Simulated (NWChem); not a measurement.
C₂H₆AuClS; SMILES [S](C)(->[Au][Cl])C

Not confirmed as a minimum by frequencies. def2 effective core potentials on Au; no spin-orbit coupling.

Task: Give the equilibrium geometry at PBE0/def2-SVP with def2 effective core potentials on Au (NWChem) as an XYZ file, with the point group.

Result: point group Cs; any orientation.
```
11

Au     0.0000    -0.4164    -0.0842
Cl    -0.0006    -2.6663     0.1929
C      1.3953     2.5101     0.5733
S      0.0009     1.8758    -0.3887
C     -1.3881     2.5120     0.5797
H      1.3574     2.1504     1.6099
H      1.3815     3.6087     0.5391
H      2.3090     2.1401     0.0900
H     -1.3462     2.1517     1.6159
H     -2.3044     2.1439     0.1002
H     -1.3723     3.6106     0.5460
```
